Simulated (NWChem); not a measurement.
System: GaNH$_{3}$Br; SMILES [NH2][GaH][Br]

Parts of the log:

```
             Northwest Computational Chemistry Package (NWChem) 7.3.0
             --------------------------------------------------------

                             Geometry "geometry" -> ""
                             -------------------------

 Output coordinates in angstroms (scale by  1.889725989 to convert to a.u.)

  No.       Tag          Charge          X              Y              Z
 ---- ---------------- ---------- -------------- -------------- --------------
    1 Ga                  31.0000    -0.37897700     0.90148300     0.00000000
    2 H                    1.0000    -1.85381600     1.38015500     0.00000000
    3 Br                  35.0000     0.11724600    -1.34230400     0.00000000
    4 N                    7.0000     1.06063500     1.98006500     0.00000000
    5 H                    1.0000     2.01364800     1.63715400     0.00000000
    6 H                    1.0000     1.01383900     2.99159500     0.00000000

 Effective nuclear repulsion energy (a.u.)     399.0019249978

                              NWChem Property Module
                              ----------------------

  itol2e modified to match energy
  convergence criterion.

                                 NWChem DFT Module
                                 -----------------

 Summary of "ao basis" -> "ao basis" (spherical)
 ------------------------------------------------------------------------------
       Tag                 Description            Shells   Functions and Types
 ---------------- ------------------------------  ------  ---------------------
 Ga                         pcsseg-1                15       41   5s7p3d
 H                          pcsseg-1                 3        5   2s1p
 Br                         pcsseg-1                15       41   5s7p3d
 N                          pcsseg-1                 7       17   3s3p1d

  itol2e modified to match energy
  convergence criterion.

[...]

          -----------------------------------------
          Chemical Shielding Tensors (GIAO, in ppm)
          -----------------------------------------

                                NWChem CPHF Module
                                ------------------

  scftype          =     RHF
  nclosed          =       38
  nopen            =        0
  variables        =     2888
  # of vectors     =        3
  tolerance        = 0.10D-03
  level shift      = 0.00D+00
  max iterations   =       50
  max subspace     =       30

 SCF residual:    3.1165234283051954E-005

Iterative solution of linear equations
  No. of variables     2888
  No. of equations        3
  Maximum subspace       30
        Iterations       50
       Convergence  1.0D-04

   iter   nsub   residual    time
   ----  ------  --------  ---------
     1      3    3.88D-01      96.5
     2      6    1.88D-02     112.4
     3      9    1.34D-03     128.3
     4     12    4.92D-05     144.3

      Atom:    1  Ga
        Diamagnetic
   2636.5155     -0.5270     -0.0000
     -0.5270   2646.0150     -0.0000
     -0.0000     -0.0000   2636.1530

        Paramagnetic
  -1214.9085     34.3028     -0.0000
     34.3028  -1315.7717     -0.0000
     -0.0000     -0.0000  -1408.9515

        Total Shielding Tensor
   1421.6070     33.7758     -0.0000
     33.7758   1330.2433     -0.0000
     -0.0000     -0.0000   1227.2015

           isotropic =    1326.3506
          anisotropy =     159.5802

          Principal Components and Axis System
                 1           2           3
             1432.7374   1319.1129   1227.2015

      1         0.9498     -0.3130      0.0000
      2         0.3130      0.9498      0.0000
      3        -0.0000     -0.0000      1.0000

      Atom:    2  H
        Diamagnetic
     39.2158     -7.6782     -0.0000
     -7.6782     23.2155     -0.0000
     -0.0000     -0.0000     18.0526

        Paramagnetic
     -3.8440      1.3551      0.0000
      1.3551     -0.6357      0.0000
      0.0000      0.0000      1.1425

        Total Shielding Tensor
     35.3717     -6.3231      0.0000
     -6.3231     22.5797      0.0000
      0.0000      0.0000     19.1951

           isotropic =      25.7155
          anisotropy =      18.3812

          Principal Components and Axis System
                 1           2           3
               37.9696     19.9818     19.1951

      1         0.9250      0.3800     -0.0000
      2        -0.3800      0.9250     -0.0000
      3         0.0000      0.0000      1.0000

      Atom:    3  Br
        Diamagnetic
   3122.7230     -1.6117      0.0000
     -1.6117   3132.0897      0.0000
      0.0000      0.0000   3122.1857

        Paramagnetic
   -777.3295   -205.3064     -0.0000
   -205.3064   -323.5985      0.0000
     -0.0000      0.0000   -365.0812

        Total Shielding Tensor
   2345.3935   -206.9181     -0.0000
   -206.9181   2808.4912      0.0000
     -0.0000      0.0000   2757.1044

           isotropic =    2636.9964
          anisotropy =     375.7166

          Principal Components and Axis System
                 1           2           3
             2887.4741   2757.1044   2266.4106

      1        -0.3566      0.0000      0.9343
      2         0.9343     -0.0000      0.3566
      3         0.0000      1.0000     -0.0000

      Atom:    4  N
        Diamagnetic
    328.8732      6.2268      0.0000
      6.2268    330.1553      0.0000
      0.0000      0.0000    301.1761

        Paramagnetic
   -118.1770     51.2707      0.0000
     51.2707   -159.7083      0.0000
      0.0000      0.0000    -85.1446

[...]
```

Level: PBE0/pcSseg-1, GIAO. The geometry was optimised at PBE0/def2-SVP. The printed shielding anisotropy is the first printed principal value minus the mean of the other two.

Problem. Which NWChem input produces such a log?

Solution. Several could match; the one computed here: the input that was run:
```
start job
memory heap 200 mb stack 900 mb global 1100 mb
geometry units angstroms noautosym nocenter noautoz
  Ga    -0.378977     0.901483     0.000000
  H     -1.853816     1.380155     0.000000
  Br     0.117246    -1.342304     0.000000
  N      1.060635     1.980065     0.000000
  H      2.013648     1.637154     0.000000
  H      1.013839     2.991595     0.000000
end
basis spherical
  Ga library pcsseg-1
  H library pcsseg-1
  Br library pcsseg-1
  N library pcsseg-1
end
dft
  xc pbe0
  iterations 150
end
property
  shielding
end
task dft property
```
